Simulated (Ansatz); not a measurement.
The pair A = HF (SMILES F) (first 2 atoms), B = HBr (SMILES Br); geometry from B3LYP-D3(BJ)/def2-TZVP.
(charge 0, multiplicity 1):
```csv
atom,x (Å),y (Å),z (Å)
F,-0.3622,0.1354,0.3694
H,-0.2203,-0.7743,0.2652
Br,-0.0421,0.9218,3.7399
H,-0.2140,0.8103,2.3247
```

Frozen-core correlation. Filled d and f shells under p-block atoms count as core.

Codes used: Ansatz (an electronic-structure program). 

Total energies (hartree), monomers frozen at their geometry in the pair:

```csv
structure,HF/aug-cc-pVTZ,B3LYP/def2-TZVPPD,CCSD(T)/aug-cc-pVQZ
AB,-2673.1110070,-2675.2886277,-2673.6523342
A in the pair's basis,-100.0606832,-100.4952203,-100.3774696
B in the pair's basis,-2573.0486314,-2574.7906242,-2573.2713140
A,-100.0605555,-100.4951893,-100.3772989
B,-2573.0486223,-2574.7905320,-2573.2712380
```

Work out the interaction energy without and with the counterpoise correction, and the superposition error, for each level.


E(AB) − E(A) − E(B), times 627.509 kcal/mol, with the monomers in their own basis and then in the pair's basis:
- HF/aug-cc-pVTZ: -1.15 uncorrected, -1.06 corrected; the monomers gain 0.09 kcal/mol from borrowed functions
- B3LYP/def2-TZVPPD: -1.82 uncorrected, -1.75 corrected; the monomers gain 0.08 kcal/mol from borrowed functions
- CCSD(T)/aug-cc-pVQZ: -2.38 uncorrected, -2.23 corrected; the monomers gain 0.15 kcal/mol from borrowed functions
